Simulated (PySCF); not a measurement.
Structure problem from calculated spectra and properties.

Formula: C3H11NSSi.

| Property | Result |
| --- | --- |
| 13C NMR | chemical shifts (computed TMS as zero) by class: 39.3 (2 C), 13.8 (1 C) ppm [GIAO PBE0/pcSseg-1] |
| 1H NMR | chemical shifts (computed TMS as zero) by class: 5.19 (2 H), 2.57 (6 H), 1.80 (3 H) ppm [GIAO PBE0/pcSseg-1] |
| UV, first state | lowest singlet excitation: 5.70 eV (217 nm, f = 0.003) [TDDFT wB97X-D/def2-SVPD] |
| Valence photoelectron | vertical ionisation energy: 8.33 eV [ΔSCF wB97X-D/def2-SVPD] |
| Rotational structure | rotational constants A, B, C: 4.929, 1.151, 1.059 GHz [PBE0-D3(BJ)/def2-SVP] |
| NMR, other nuclei | isotropic shieldings of nuclei other than C and H, by class: 243 (1 N), 352 (1 Si), 697 (1 S) ppm [GIAO PBE0/pcSseg-1] |
| Triplet | lowest triplet excitation (Tamm–Dancoff): 5.38 eV [TDA wB97X-D/def2-SVPD] |
| UV, strongest line | among the 10 lowest singlet transitions: S7 at 6.96 eV (178 nm, f = 0.077) [TDDFT wB97X-D/def2-SVPD] |
| Dipole | 1.24 D [wB97X-D/def2-SVPD] |
| Polarisability | 95.2 au [wB97X-D/def2-SVPD] |

The electronic properties come from PySCF, for the isolated species, density fitting. Levels stand in brackets. Geometry: PBE0-D3(BJ)/def2-SVP, one conformer, isolated molecule. NMR values are class means; diastereotopic atoms form classes of their own.

Problem. Give a SMILES that accounts for the data.

Solution. Numbering: `[CH3:1][S:2][SiH2:3][N:4]([CH3:5])[CH3:6]`. Its formula, C3H11NSSi, gives 0 degrees of unsaturation, so no ring and no π bond. 3 carbons fall into 2 classes; from least to most shielded: N-methyl carbon [C5/C6] (39.3 ppm, 2 C, up to 4.5 ppm apart in this geometry), S-methyl carbon [C1] (13.8 ppm). Hydrogen classes from least to most shielded: 2 H on an SiH2 silicon, Si3 (5.19 ppm), 6 H on 2 N-methyl carbons, C5/C6 (2.57 ppm, a mean of values up to 1.1 ppm apart in this geometry), 3 H on an S-methyl carbon, C1 (1.80 ppm). The other shieldings belong to: 243 ppm, silicon-bound nitrogen [N4]; 352 ppm, SiH2 silicon [Si3]; 697 ppm, sulfur bonded to C and Si [S2]. The first electron is taken from the HOMO, whose largest Löwdin shares are 0.49 on the silicon-bound nitrogen, 0.08 on an N-methyl carbon, 0.08 on the SiH2 silicon and 0.07 on the sulfur bonded to C and Si. The optimised geometry has point group C1 and is an asymmetric top. Structure: `CS[SiH2]N(C)C`. The assignments are read from this structure; whether some other isomer fits the data as well wasn't checked.

The values belong to the conformer `[CH3:1][S:2][SiH2:3][N:4]([CH3:5])[CH3:6]`: C1–S2–Si3–N4 -146°, S2–Si3–N4–C5 -135°.
